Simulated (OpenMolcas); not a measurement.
An atom or ion with 48 electrons was computed by MS-CASPT2, IPEA 0.25 Eh, imaginary shift 0.1 Eh with spin-orbit coupling (OpenMolcas, ANO-RCC-VTZP, DKH2). The lowest levels that the run gave, each within 12 % of the measured value where one is at hand:

```json
{"J": "0", "Parity": "even", "E (cm⁻¹)": "0.0", "g": ""}
{"J": "0", "Parity": "odd", "E (cm⁻¹)": "41470", "g": ""}
{"J": "1", "Parity": "odd", "E (cm⁻¹)": "42310", "g": "1.499"}
{"J": "2", "Parity": "odd", "E (cm⁻¹)": "44280", "g": "1.501"}
{"J": "1", "Parity": "odd", "E (cm⁻¹)": "60820", "g": "1.003"}
{"J": "0", "Parity": "even", "E (cm⁻¹)": "101370", "g": ""}
{"J": "1", "Parity": "even", "E (cm⁻¹)": "102590", "g": "1.501"}
{"J": "2", "Parity": "even", "E (cm⁻¹)": "103610", "g": "1.369"}
{"J": "2", "Parity": "even", "E (cm⁻¹)": "106460", "g": "1.132"}
{"J": "0", "Parity": "even", "E (cm⁻¹)": "120890", "g": ""}
```

**Question.** Which ion is it, and what are the configurations and terms?

**Answer.** In+ (Z = 49, charge +1; active space 2 electrons in 4 orbitals (5s 5p)). J, parity and g give the terms where levels are pure, and mixed ones are named by the computed weights; the size of the splittings, set against known spectra of the 48-electron sequence, gives the charge. In order, with the measured energies in cm⁻¹ (NIST Handbook of Basic Atomic Spectroscopic Data): 5s² ¹S₀, 5s 5p ³P°₀ (42276), 5s 5p ³P°₁ (43351), 5s 5p ³P°₂ (45830), 5s 5p ¹P°₁ (63038), 5p² ³P₀ (101608), 5p² ³P₁ (103249), 5p² ³P₂ [74 %] (105565), 5p² ¹D₂ [74 %] (97628), 5p² ¹S₀ (121289).

CASPT2 breaks the degeneracy within a term, and the mean is taken; among the terms shown or strongly mixed into the levels shown the widest spread is 610 cm-1 (5p² ¹D). Some levels mix across a computed gap that differs much from the measured one, so their mixing is not that of the real levels. Terms from blocks run as CI alone lack orbitals of their own. The ¹D term of p² mixes with s d, which this space lacks. Measured partners are found by configuration, term and J. A level has none where our copy of the source lacks it or the pairing is in doubt (some pairs that miss far off the trend of their configuration count as doubtful), and it then counts in no deviation. Levels of configurations outside the active space are missing.

A share in square brackets marks a mixed level and gives the weight of the term that names it. ° marks odd parity.
